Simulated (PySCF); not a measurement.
## Correlation energy of F⁺ (fluorine, charge +1)

[He] 2s2 2p4, high-spin 3P determinant. All numbers are calculated (PySCF 2.14, the spin-free X2C one-electron Hamiltonian (Gaussian nucleus), in x2c-SVPall). Frozen: 1s2; 6 electrons correlated.

MP2 pair energies summed by pair of shells (mhartree):

```json
{"pair": "2p-2p", "energy": "-45.54", "share (%)": "48.0"}
{"pair": "2s-2p", "energy": "-42.37", "share (%)": "44.7"}
{"pair": "2s-2s", "energy": "-6.91", "share (%)": "7.3"}
```

Total MP2 correlation energy: -94.82 mhartree.

Same-spin part -23.43 and opposite-spin part -71.38 mhartree; SCS-MP2 scales them by 1/3 and 6/5 to -93.47 mhartree.

```csv
level,correlation energy (mhartree)
CCSD,-109.15
(T),-0.82
CCSD(T),-109.97
```

Diagnostics: T1 = 0.0041, D1 = 0.0069, largest double amplitude 0.042.

Cost of the coupled-cluster step: 0.07 s of wall time on 1 thread of Neoverse-V2 (shared host), for 6 correlated electrons.
